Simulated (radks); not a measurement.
Values are calculated unless marked as measured or tabulated.
The caesium anion Cs-, [Xe] 6s2, held by a Watson sphere: a shell of charge +1 at radius R that stands for the Madelung well of a crystal (potential energy -1/R inside, -1/r outside, in hartree with lengths in bohr). Code: a radial shooting solver on a logarithmic mesh with Libxc functionals. Model: scalar-relativistic Kohn-Sham, LDA (Slater exchange, VWN5 correlation), spin-unpolarised, spherical densities, finite nucleus; Fermi nuclear charge, rms radius of each element as measured or else 0.836 A^(1/3) + 0.57 fm. Response by self-consistent Sternheimer equations with the Hartree and adiabatic LDA kernel, the relativistic mass of each level held fixed and spin-orbit coupling left out. The sphere does not respond.

| R (bohr) | e(5s) (eV) | e(5p) (eV) | e(6s) (eV) | <r> 6s (bohr) | sum of <r^2> (bohr^2) | X-ray form factor at sin(theta)/lambda = 0.3 1/angstrom | alpha (bohr^3) |
|---|---|---|---|---|---|---|---|
| 3.12 | -28.757 | -15.539 | -3.257 | 4.886 | 105.6 | 37.948 | 261.3 |
| 3.22 | -28.586 | -15.373 | -3.250 | 4.901 | 106.0 | 37.949 | 263.6 |
| 3.35 | -28.378 | -15.170 | -3.238 | 4.923 | 106.5 | 37.950 | 267.2 |
| 3.67 | -27.935 | -14.729 | -3.199 | 4.989 | 108.1 | 37.951 | 279.3 |
| 4.2 | -27.378 | -14.163 | -3.106 | 5.129 | 111.3 | 37.948 | 308.4 |
| 5.37 | -26.647 | -13.406 | -2.831 | 5.489 | 119.8 | 37.940 | 403.4 |
| 6.28 | -26.329 | -13.075 | -2.602 | 5.767 | 126.9 | 37.936 | 498.0 |
